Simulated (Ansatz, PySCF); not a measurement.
Species: C2H3F3O, net charge 0, singlet state. 
Structure (B3LYP-D3(BJ)/def2-TZVP (Ansatz, a first-principles code) minimum search):
```xyz
9

O     -1.9900    -0.0442     0.2811
C     -0.8259     0.7250     0.4424
C      0.4169    -0.0080    -0.0350
F      0.3021    -0.3471    -1.3409
F      1.5044     0.7780     0.0857
F      0.6476    -1.1369     0.6499
H     -2.1371    -0.2001    -0.6591
H     -0.7094     0.9253     1.5067
H     -0.8661     1.6794    -0.0933
```
Charge 0, spin multiplicity 1.

Total electronic energies in hartree. Cores are frozen in the correlated levels unless marked. No spin-orbit coupling. No relativistic terms. Basis-set limits of correlation are two-point, X^-3; Hartree-Fock from the larger set. [CCSD(T)-MP2]/basis is that difference in the basis named.

```tsv
level	program	energy (Eh)
HF/STO-3G	Ansatz	-444.50716
HF/6-31G*	Ansatz	-450.66063
HF/cc-pVTZ	Ansatz	-450.84332
HF/def2-TZVPD	PySCF	-450.86702
RI-HF/aug-cc-pVTZ	Ansatz	-450.85032
BLYP-D3(BJ)/def2-TZVPD	Ansatz + dftd3	-452.92064
PBE0/STO-3G	Ansatz	-446.01016
PBE0-D3(BJ)/def2-TZVP	Ansatz + dftd3	-452.52558
PBE0/def2-TZVPD	Ansatz	-452.52463
PBE0/def2-QZVPP	Ansatz	?
HSE06-D3(BJ)/def2-TZVPD	Ansatz + dftd3	-452.50825
wB97M-V/def2-TZVPD	Ansatz	-452.85709
B2GP-PLYP-D4/def2-TZVPD	Ansatz + dftd4	-452.63191
B2GP-PLYP/def2-TZVPD	Ansatz	-452.62983
B2PLYP-D3(BJ)/def2-TZVPD	Ansatz + dftd3	-452.70774
B2PLYP-D4/def2-TZVPD	Ansatz + dftd4	-452.70766
PBE-QIDH/def2-TZVPD	Ansatz	-452.46711
MP2/cc-pwCVTZ	Ansatz	-452.19301
SCS-MP2/6-31G	Ansatz	-451.14387
SCS-MP2/6-31G*	Ansatz	-451.56958
CCSD/STO-3G	Ansatz	-444.73325
CCSD/6-31G*	Ansatz	-451.62793
RI-MP2/CBS(cc-pVTZ,cc-pVQZ)+[CCSD(T)-MP2]/cc-pVTZ	Ansatz	-452.4481
```

### Question
Fill in the missing entries.

### Answer

- PBE0/def2-QZVPP, energy (Eh): -452.54704
